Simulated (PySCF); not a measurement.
**How methods differ on the ionisation energy of As**

As [Ar] 3d10 4s2 4p3 (4S) → As+ [Ar] 3d10 4s2 4p2 (3P), as a difference of total energies. Computed with PySCF 2.14 in def2-TZVP (6s5p4d1f, 48 functions), with no relativity, point nucleus. Correlated levels: valence: [Ar] 3d10 frozen. The calculations carry no spin-orbit coupling.

```json
{"method": "UHF", "ionisation energy (eV)": "9.450"}
{"method": "M06-L", "ionisation energy (eV)": "9.711"}
{"method": "LDA", "ionisation energy (eV)": "10.053"}
{"method": "MP2 (valence)", "ionisation energy (eV)": "9.925"}
{"method": "SCS-MP2 (valence)", "ionisation energy (eV)": "9.780"}
{"method": "CCSD (valence)", "ionisation energy (eV)": "9.888"}
{"method": "CCSD(T) (valence)", "ionisation energy (eV)": "9.920"}
```

Q: How much does correlation contribute at CCSD(T) (valence)?

A: 9.920 − (9.450) = 0.470 eV, measured against UHF.

These non-relativistic numbers lack the scalar-relativistic shift.

Errors of the correlated levels include the incompleteness of this basis and the frozen core.

For comparison: 10.008 eV (measured; NIST levels, between the centres of gravity of the two terms).
